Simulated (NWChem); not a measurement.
GeN2H5F; SMILES [NH2][GeH]([NH2])[F]

```xyz
9

Ge     0.0373    -0.0086    -0.2704
N      0.4825    -1.6259     0.3931
N     -1.6171     0.3657     0.3666
F      0.9962     1.3096     0.3666
H      0.3206     0.0071    -1.7803
H      0.3758    -1.7347     1.3973
H      1.3603    -2.0308     0.0839
H     -1.9165     1.3305     0.2643
H     -2.3591    -0.2618     0.0723
```
Atoms are numbered in this order, from 1.

Program: NWChem. Coordinates come from a PBE0/def2-SVP optimisation. Total energies compare along this basis series because the functional is fixed.

```csv
level,basis functions,energy (Ha),highest occupied level (eV),orbital gap (eV),dipole (D)
PBE/cc-pVDZ,94,-2288.8423,-5.77,6.03,1.94
PBE/aug-cc-pVDZ,150,-2288.8814,-6.29,5.37,1.98
PBE/cc-pVTZ,203,-2289.0087,…,…,1.92
```

Task: Complete the blanks.

Result: 
- PBE/cc-pVTZ, highest occupied level (eV): -6.11
- PBE/cc-pVTZ, orbital gap (eV): 5.95
